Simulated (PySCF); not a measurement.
A geometry optimisation on `CC#[N+][AlH2-][AsH2]`.

Computed with PBE0-D3(BJ)/def2-SVP geometry optimisation, gas phase (PySCF 2.14.0). Start geometry: GFN2-xTB. A driver script takes a list of jobs; this job's settings line and coordinates (Å) are shown.

Command:
```bash
OMP_NUM_THREADS=1 python probes_run.py task.json out
```

Input:
```
{"job": {"xc": "PBE0", "basis": "def2-SVP", "d3": "d3bj", "grid": 1, "shake": 0.01, "kind": "geom"}, "charge": 0, "multiplicity": 1}
C     -2.691810    -0.586970     0.172940
C     -1.339520    -0.236650     0.315140
N     -0.240930     0.015500     0.442190
Al     1.512070     1.001860     0.093070
As     3.441860    -0.102110     0.949160
H     -3.039830    -0.301610    -0.842880
H     -2.849730    -1.630460     0.338150
H     -3.285320     0.012090     0.884430
H      1.197000     0.862230    -1.434010
H      0.823290     2.298970     0.704060
H      3.815110     0.011040    -0.496640
H      2.697490    -1.372150     0.630090
```

Output:
```
step   0  E = -2612.47174405  max force = 0.046347
step   1  E = -2612.48143359  max force = 0.013077
step   2  E = -2612.48372746  max force = 0.006289
step   3  E = -2612.48543356  max force = 0.003851
step   4  E = -2612.48608090  max force = 0.003796
step   5  E = -2612.48675152  max force = 0.004147
step   6  E = -2612.48706027  max force = 0.002709
step   7  E = -2612.48712109  max force = 0.002258
step   8  E = -2612.48721280  max force = 0.001743
step   9  E = -2612.47237418  max force = 0.047149
step  10  E = -2612.48734595  max force = 0.000664
step  11  E = -2612.48738916  max force = 0.000536
step  12  E = -2612.48766427  max force = 0.001926
step  13  E = -2612.48785192  max force = 0.001859
step  14  E = -2612.48821477  max force = 0.001326
step  15  E = -2612.48837781  max force = 0.001546
step  16  E = -2612.48827832  max force = 0.002256
step  17  E = -2612.48855602  max force = 0.001226
step  18  E = -2612.48861471  max force = 0.000844
step  19  E = -2612.48864751  max force = 0.000858
step  20  E = -2612.48867490  max force = 0.000650
step  21  E = -2612.48870597  max force = 0.000334
step  22  E = -2612.48871226  max force = 0.000280
optimisation converged
```

Energies in Eh; «max force» is the largest Cartesian gradient component in Eh/bohr.

Q: At which steps does the energy rise by more than 1e-5 Eh?

A: At steps 9 (+14.84 mEh) and 16 (+0.10 mEh).

In short: final energy -2612.48871 Eh after 22 steps; dipole 8.22 D.

Q: Estimate the wall time. Hardware: an Arm Neoverse V1 with one thread, shared host. And the peak memory of the process?

A: About 3.1 min, with 0.52 GiB resident at the peak, the Python interpreter and its libraries included.
Labels such as C1 count atoms from 1, the log's own numbers from 0.
